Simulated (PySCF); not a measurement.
Predicted microwave data (PBE0-D3(BJ)/def2-SVP geometry optimisation, gas phase in PySCF 2.14.0) for one isomer of C3H7BO2:

- Rotational constants: A = 6341, B = 2102, C = 1822 MHz
- Dipole components: |μa| = 2.77 D, |μb| = 0.09 D, |μc| = 1.20 D
- Inertial defect: -42.74 u·Å²
- κ: -0.88

Problem. Which structure is it? (One computed conformer of each.)
A. `[C@H]1(C)OBOC1`
B. `C1COB(O1)C`
C. `[CH2:1]=[CH:2][CH2:3][B:4]([OH:5])[OH:6]` with C1–C2–C3–B4 -110°, C2–C3–B4–O5 -70°, C3–B4–O5–H 177°, C3–B4–O6–H -178°
D. `[BH:1]1[O:2][CH2:3][CH2:4][CH2:5][O:6]1` with O6–B1–O2–C3 0°, B1–O2–C3–C4 -27°, O2–C3–C4–C5 52°, C3–C4–C5–O6 -52°

Solution. C. It is C=CCB(O)O, an asymmetric top, point group C1. The candidates at the same level (rigid rotor, commonest isotopes):

| SMILES | A (MHz) | B (MHz) | C (MHz) | μa (D) | μb (D) | μc (D) | Δ (u·Å²) | point group | rotor |
| --- | --- | --- | --- | --- | --- | --- | --- | --- | --- |
| C=CCB(O)O | 6341 | 2102 | 1822 | 2.77 | 0.09 | 1.20 | -42.74 | C1 | asymmetric top |
| C[C@@H]1COBO1 | 7060 | 3513 | 2611 | 1.96 | 1.51 | 0.46 | -21.91 | C1 | asymmetric top |
| B1OCCCO1 | 5254 | 4872 | 2756 | 0.00 | 3.12 | 0.37 | -16.53 | Cs | asymmetric top |
| CB1OCCO1 | 7443 | 3225 | 2350 | 1.72 | 0.03 | 0.07 | -9.54 | near Cs | asymmetric top |

`C[C@@H]1COBO1` has B 67 % too high; `B1OCCCO1` has B 132 % too high; `CB1OCCO1` has B 53 % too high. No structure here is proved a minimum.
